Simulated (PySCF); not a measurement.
3-methylhexane, C7H16.
Numbering: `[CH3:1][CH2:2][CH2:3][C@H:4]([CH3:5])[CH2:6][CH3:7]` (hydrogens: H8, H9, H10 on C1; H11, H12 on C2; H13, H14 on C3; H15 on C4; H16, H17, H18 on C5; H19, H20 on C6; H21, H22, H23 on C7)

A GFN2-xTB structure was refined with PySCF 2.14.0, PBE0-D3(BJ)/def2-SVP geometry optimisation, gas phase. Its GFN2-xTB values:

```json
{"coordinate": "C1–C2", "GFN2-xTB": "1.524 Å"}
{"coordinate": "C1–H8", "GFN2-xTB": "1.088 Å"}
{"coordinate": "C2–C3", "GFN2-xTB": "1.527 Å"}
{"coordinate": "C2–H11", "GFN2-xTB": "1.093 Å"}
{"coordinate": "C2–H12", "GFN2-xTB": "1.091 Å"}
{"coordinate": "C3–C4", "GFN2-xTB": "1.534 Å"}
{"coordinate": "C3–H13", "GFN2-xTB": "1.093 Å"}
{"coordinate": "C3–H14", "GFN2-xTB": "1.093 Å"}
{"coordinate": "C4–C6", "GFN2-xTB": "1.535 Å"}
{"coordinate": "C4–H15", "GFN2-xTB": "1.096 Å"}
{"coordinate": "C5–H16", "GFN2-xTB": "1.087 Å"}
{"coordinate": "C5–H18", "GFN2-xTB": "1.088 Å"}
{"coordinate": "C6–C7", "GFN2-xTB": "1.525 Å"}
{"coordinate": "C6–H19", "GFN2-xTB": "1.093 Å"}
{"coordinate": "C6–H20", "GFN2-xTB": "1.093 Å"}
{"coordinate": "C7–H21", "GFN2-xTB": "1.088 Å"}
{"coordinate": "C1–C2–C3", "GFN2-xTB": "111.5°"}
{"coordinate": "C2–C3–C4", "GFN2-xTB": "114.1°"}
{"coordinate": "C3–C4–C5", "GFN2-xTB": "111.2°"}
{"coordinate": "C3–C4–C6", "GFN2-xTB": "109.5°"}
{"coordinate": "C4–C6–C7", "GFN2-xTB": "113.8°"}
{"coordinate": "C5–C4–C6", "GFN2-xTB": "111.0°"}
{"coordinate": "C2–C3–C4–C5", "GFN2-xTB": "-67°"}
{"coordinate": "C3–C4–C6–C7", "GFN2-xTB": "-169°"}
```

How do these coordinates change at the PBE0-D3(BJ)/def2-SVP level?

```json
{"coordinate": "C5–H18", "PBE0-D3(BJ)/def2-SVP (Å or °)": "1.103", "change": "+0.015"}
{"coordinate": "C1–H8", "PBE0-D3(BJ)/def2-SVP (Å or °)": "1.102", "change": "+0.014"}
{"coordinate": "C3–H13", "PBE0-D3(BJ)/def2-SVP (Å or °)": "1.107", "change": "+0.014"}
{"coordinate": "C5–H16", "PBE0-D3(BJ)/def2-SVP (Å or °)": "1.100", "change": "+0.013"}
{"coordinate": "C6–H19", "PBE0-D3(BJ)/def2-SVP (Å or °)": "1.106", "change": "+0.013"}
{"coordinate": "C7–H21", "PBE0-D3(BJ)/def2-SVP (Å or °)": "1.101", "change": "+0.013"}
{"coordinate": "C2–H11", "PBE0-D3(BJ)/def2-SVP (Å or °)": "1.105", "change": "+0.012"}
{"coordinate": "C2–H12", "PBE0-D3(BJ)/def2-SVP (Å or °)": "1.103", "change": "+0.012"}
{"coordinate": "C3–H14", "PBE0-D3(BJ)/def2-SVP (Å or °)": "1.105", "change": "+0.012"}
{"coordinate": "C4–H15", "PBE0-D3(BJ)/def2-SVP (Å or °)": "1.108", "change": "+0.012"}
{"coordinate": "C6–H20", "PBE0-D3(BJ)/def2-SVP (Å or °)": "1.104", "change": "+0.011"}
{"coordinate": "C3–C4", "PBE0-D3(BJ)/def2-SVP (Å or °)": "1.530", "change": "-0.004"}
{"coordinate": "C2–C3", "PBE0-D3(BJ)/def2-SVP (Å or °)": "1.523", "change": "-0.004"}
{"coordinate": "C6–C7", "PBE0-D3(BJ)/def2-SVP (Å or °)": "1.521", "change": "-0.004"}
{"coordinate": "C1–C2", "PBE0-D3(BJ)/def2-SVP (Å or °)": "1.521", "change": "-0.003"}
{"coordinate": "C4–C6", "PBE0-D3(BJ)/def2-SVP (Å or °)": "1.532", "change": "-0.003"}
{"coordinate": "C1–C2–C3", "PBE0-D3(BJ)/def2-SVP (Å or °)": "113.0", "change": "+1.5"}
{"coordinate": "C2–C3–C4", "PBE0-D3(BJ)/def2-SVP (Å or °)": "115.5", "change": "+1.4"}
{"coordinate": "C4–C6–C7", "PBE0-D3(BJ)/def2-SVP (Å or °)": "115.1", "change": "+1.3"}
{"coordinate": "C5–C4–C6", "PBE0-D3(BJ)/def2-SVP (Å or °)": "111.8", "change": "+0.8"}
{"coordinate": "C3–C4–C6", "PBE0-D3(BJ)/def2-SVP (Å or °)": "110.3", "change": "+0.8"}
{"coordinate": "C3–C4–C5", "PBE0-D3(BJ)/def2-SVP (Å or °)": "111.9", "change": "+0.7"}
{"coordinate": "C2–C3–C4–C5", "PBE0-D3(BJ)/def2-SVP (Å or °)": "-64", "change": "+3"}
{"coordinate": "C3–C4–C6–C7", "PBE0-D3(BJ)/def2-SVP (Å or °)": "-171", "change": "-2"}
```

The energy falls by 1.6 kcal/mol over 4 energy and gradient evaluations, the largest force component goes from 0.0182 to 2.2e-04 Eh/bohr, and the atoms move by 0.050 Å rms after alignment. Among the bonds, C1–H8, C1–H10, C3–H13, C5–H18, C7–H22 and C7–H23 change most and about equally (+0.014 to +0.015 Å). Bonds longer at the end by more than 0.005 Å: 16 of 22; shorter: 0. Rotational constants go from 5769, 1108, 1001 to 5819, 1097, 988.9 MHz.

The run used 178 basis functions and 24 SCF cycles in all.

Stationary, but not proved a minimum. One conformer, not necessarily the lowest.

The values belong to the conformer `[CH3:1][CH2:2][CH2:3][C@H:4]([CH3:5])[CH2:6][CH3:7]`: C1–C2–C3–C4 -176°, C2–C3–C4–C5 -64°, C3–C4–C6–C7 -171°.
